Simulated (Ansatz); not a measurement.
Reaction (redistribution): `[AlH2][NH][SiH2]Cl` + `C[Se]C(O)F` → `[CH3][AlH][NH][SiH2]Cl` + `OC(F)[SeH]`

Computed with Ansatz on PBE0-D4/def2-TZVP structures; ΔE is electronic, products minus reactants. CCSD(T)/CBS adds triple-zeta CCSD(T) − MP2 to the extrapolated MP2 energy (def2 sets, frozen cores). DFT in def2-TZVPP. B3LYP here is the variant with VWN-RPA as its local correlation; programs differ in this. For Se outer-core shells are correlated without core-valence functions, which leaves a few kJ/mol of doubt a bond. Scalar relativity is left out up to krypton. One conformer a species, not always the lowest.

`[AlH2][NH][SiH2]Cl`:

Z-matrix (Å, degrees):
```
Si
N 1 1.708
Cl 1 2.066 2 112.4
H 1 1.481 2 111.9 3 118.1
H 1 1.479 2 108.2 3 -118.0
Al 2 1.790 1 128.6 3 103.5
H 2 1.013 1 114.8 3 -72.5
H 6 1.579 2 117.4 1 2.6
H 6 1.581 2 117.3 1 -178.1
```

`C[Se]C(O)F`:

```xyz
10

C    -0.604   -0.867   -1.296
Se    1.208   -0.496   -0.708
C     0.698    0.714    0.738
O    -0.098    0.057    1.634
F     1.866    1.124    1.334
H    -1.090    0.043   -1.644
H    -1.167   -1.322   -0.484
H    -0.521   -1.569   -2.125
H     0.220    1.612    0.332
H    -0.512    0.703    2.219
```

`[CH3][AlH][NH][SiH2]Cl`:

Z-matrix (Å, degrees):
```
C
Al 1 1.945
H 1 1.095 2 110.9
H 1 1.095 2 110.7 3 -117.8
H 1 1.093 2 113.1 3 121.2
N 2 1.795 1 119.6 3 -122.0
H 2 1.582 1 124.7 3 57.3
Si 6 1.706 2 128.5 1 -177.3
H 6 1.013 2 116.8 1 -2.1
Cl 8 2.069 6 112.5 2 101.9
H 8 1.479 6 108.5 2 -16.2
H 8 1.482 6 112.0 2 -140.2
```

`OC(F)[SeH]`:

Z-matrix (Å, degrees):
```
C
F 1 1.369
Se 1 1.981 2 108.5
O 1 1.357 2 111.5 3 -121.6
H 1 1.089 2 108.0 3 119.7
H 3 1.467 1 94.0 2 34.6
H 4 0.965 1 108.9 2 66.8
```

Question: Is it downhill or uphill in electronic energy at CCSD(T)/CBS, and by how much? (An estimate is asked.)

Answer: Computed: Downhill: ΔE = -52.0 kJ/mol.

Question: What do these levels give: ωB97M-V, PBE, PBE0, B3LYP, HF/CBS(def2), MP2/CBS(def2)? (Best estimate.)

Answer: Ansatz gave: ωB97M-V -54.3, PBE -57.9, PBE0 -57.0, B3LYP -56.0, HF/CBS(def2) -47.7, MP2/CBS(def2) -51.0 kJ/mol.

Largest T1 diagnostic among the species: 0.011.
